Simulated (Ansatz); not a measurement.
Species: H4InN2, SMILES `[NH2][In][NH2]` (charge 0, multiplicity 2).

**Question.** Give a relaxed geometry from CAM-B3LYP-D3(BJ)/def2-TZVP (Ansatz, a quantum-chemistry and plane-wave program).

**Answer.** Several could match; the one computed here: the end point of this relaxation, one of several conformers (outside a Z-matrix the atoms follow the SMILES, hydrogens last).
Z-matrix (Å, degrees):
```
In
N 1 2.0611
H 2 1.0107 1 116.81
H 2 1.0133 3 108.23 1 130.92
N 1 2.0612 2 111.47 3 173.16
H 5 1.0107 1 116.80 2 173.32
H 5 1.0133 6 108.21 1 130.85
```
